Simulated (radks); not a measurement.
Q: These are the eigenvalues of the occupied orbitals of an atom or ion with whole-number occupations (hartree). Calculated with a radial shooting solver on a logarithmic mesh with Libxc functionals: scalar-relativistic Kohn-Sham, BLYP, spin-unpolarised, spherical densities, point nucleus.

1s: -696.3484
2s: -101.6525
2p: -91.31784
3s: -20.94888
3p: -17.56732
3d: -12.04293
4s: -6.46528
4p: -5.47373

Which element is it, and in what charge state? The configuration may be excited.

A: Z = 41, niobium, charge +8: Nb8+ in [Ar] 3d10 4s2 4p3. The list shows which subshells hold electrons but not how many an open one holds; the 1s level, -696.35 hartree, gives Z - s = 37.3 by -(Z - s)^2/2, which with screening and relativity narrows Z to a few neighbours, and the depths of the outer levels then fix element, charge and occupations together.
